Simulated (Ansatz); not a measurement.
One change: `C[O][Y]([OH])[OH]` becomes `[CH3][Y]([OH])[OH]`.

Ansatz, PBE0-D4/def2-TZVP geometries, multiplicity 1. Each molecule was computed in one conformer, which needn't be the lowest.

Elements past krypton have def2 core potentials.

| property | `C[O][Y]([OH])[OH]` |
| --- | --- |
| HOMO–LUMO gap (PBE0/def2-TZVPP) / eV | 5.92 |
| HOMO–LUMO gap (ωB97M-V/def2-TZVPP) / eV | 9.54 |
| HOMO–LUMO gap (PBE/def2-TZVPP) / eV | 3.65 |
| LUMO energy (PBE0/def2-TZVPP) / eV | -1.36 |
| LUMO energy (B3LYP/def2-TZVPP) / eV | -1.71 |
| HOMO energy (B3LYP/def2-TZVPP) / eV | -7.06 |

(1) Give the same properties after the change, and the shifts. (An estimate is asked.)

## Answers

(1) The calculation gave: 
```json
{"property": "HOMO–LUMO gap (PBE0/def2-TZVPP) / eV", "`[CH3][Y]([OH])[OH]`": "4.74", "shift": "-1.18"}
{"property": "HOMO–LUMO gap (ωB97M-V/def2-TZVPP) / eV", "`[CH3][Y]([OH])[OH]`": "8.21", "shift": "-1.33"}
{"property": "HOMO–LUMO gap (PBE/def2-TZVPP) / eV", "`[CH3][Y]([OH])[OH]`": "2.74", "shift": "-0.91"}
{"property": "LUMO energy (PBE0/def2-TZVPP) / eV", "`[CH3][Y]([OH])[OH]`": "-1.49", "shift": "-0.13"}
{"property": "LUMO energy (B3LYP/def2-TZVPP) / eV", "`[CH3][Y]([OH])[OH]`": "-1.85", "shift": "-0.14"}
{"property": "HOMO energy (B3LYP/def2-TZVPP) / eV", "`[CH3][Y]([OH])[OH]`": "-6.01", "shift": "1.05"}
```

With PBE0 the HOMO rises by 1.05 eV and the LUMO falls by 0.13 eV, so the gap narrows by about 1.18 eV. PBE moves the HOMO by 0.78 eV and ωB97M-V by 1.18 eV.

B3LYP here is the variant with VWN-RPA as its local correlation; programs differ in this.
